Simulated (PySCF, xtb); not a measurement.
ammonium (H₄N+), SMILES [NH4+], charge +1.

Coordinates come from a r2SCAN-D4/def2-TZVPD optimisation.

Level of theory: PySCF with IEF-PCM-M06-2X/def2-TZVPD.

The values are the electrostatic part of the solvation free energy, E(continuum) − E(gas) at the gas-phase geometry, in a cavity of scaled van der Waals radii (PySCF's table); cavitation and dispersion terms are not included. In vacuum the orbital gap is 18.77 eV.

| solvent | ε | ΔG(elec) (kcal/mol) | gap (eV) |
|---|---|---|---|
| water | 78.36 | -81.9 | 17.58 |
| chlorobenzene | 5.70 | [?] | [?] |
| toluene | 2.37 | -48.1 | 18.12 |

Task: Fill in the missing entries. (The exact figures need the calculation; the answer reports its results.)

Result: 
- chlorobenzene, ΔG(elec) (kcal/mol): -68.5
- chlorobenzene, gap (eV): 17.81

For comparison, GFN2-xTB/ALPB(water) (xtb, at the GFN2-xTB geometry, all terms of that model) gives -86.4 kcal/mol.
